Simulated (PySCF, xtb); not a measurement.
C2H6BO2, SMILES CO[B]OC (connectivity only; charge and spin as stated), charge +1, multiplicity 1.

GFN2-xTB (xtb) at its own geometry gives an orbital gap of 7.73 eV.

The structure is a stationary point at PBE0-D3(BJ)/def2-SVP. The spin state was assumed, not searched. The isomer is the one that the SMILES or the coordinates give; other isomers of the formula were not compared. Other conformers were not sampled.

Problem. What does PBE/def2-TZVP run with PySCF give? (An estimate is asked for; the answer gives what the named calculation found.)

Solution. gap 7.26 eV (levels -13.35 and -6.08 eV).
